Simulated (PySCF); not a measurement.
## Si⁺ (silicon, charge +1) across methods

[Ne] 3s2 3p1, 2P determinant. All numbers are calculated (PySCF 2.14, the non-relativistic Hamiltonian (point nucleus), in dyall-av3z).

```json
{"method": "M06", "E (hartree)": "-289.0743", "mean ε 3s α (eV)": "-20.613", "mean ε 3s β (eV)": "-19.435", "mean ε 3p α (eV)": "-12.934", "Σ⟨r²⟩ (bohr²)": "19.53", "⟨S²⟩": "0.752"}
{"method": "MN15", "E (hartree)": "-289.0646", "mean ε 3s α (eV)": "-20.911", "mean ε 3s β (eV)": "-19.897", "mean ε 3p α (eV)": "-13.468", "Σ⟨r²⟩ (bohr²)": "19.91", "⟨S²⟩": "0.753"}
{"method": "PBE", "E (hartree)": "-288.9324", "mean ε 3s α (eV)": "-19.266", "mean ε 3s β (eV)": "-18.379", "mean ε 3p α (eV)": "-12.197", "Σ⟨r²⟩ (bohr²)": "19.76", "⟨S²⟩": "0.754"}
{"method": "PW91", "E (hartree)": "-289.0622", "mean ε 3s α (eV)": "-19.323", "mean ε 3s β (eV)": "-18.434", "mean ε 3p α (eV)": "-12.244", "Σ⟨r²⟩ (bohr²)": "19.75", "⟨S²⟩": "0.754"}
{"method": "PBE0", "E (hartree)": "-288.9567", "mean ε 3s α (eV)": "-20.662", "mean ε 3s β (eV)": "-19.476", "mean ε 3p α (eV)": "-13.340", "Σ⟨r²⟩ (bohr²)": "19.75", "⟨S²⟩": "0.756"}
{"method": "r2SCAN", "E (hartree)": "-289.0458", "mean ε 3s α (eV)": "-19.521", "mean ε 3s β (eV)": "-18.515", "mean ε 3p α (eV)": "-12.565", "Σ⟨r²⟩ (bohr²)": "19.78", "⟨S²⟩": "0.760"}
{"method": "UHF", "E (hartree)": "-288.57787", "mean ε 3s α (eV)": "-24.075", "mean ε 3s β (eV)": "-21.668", "mean ε 3p α (eV)": "-16.216", "Σ⟨r²⟩ (bohr²)": "20.07", "⟨S²⟩": "0.766"}
{"method": "LDA", "E (hartree)": "-287.9193", "mean ε 3s α (eV)": "-19.364", "mean ε 3s β (eV)": "-18.519", "mean ε 3p α (eV)": "-12.079", "Σ⟨r²⟩ (bohr²)": "19.76", "⟨S²⟩": "0.752"}
```

(1) Estimate the same row for M06-2X.

Answers

(1) E (hartree) = -289.0671; mean ε 3s α (eV) = -21.764; mean ε 3s β (eV) = -20.657; mean ε 3p α (eV) = -14.043; Σ⟨r²⟩ (bohr²) = 19.73; ⟨S²⟩ = 0.753.
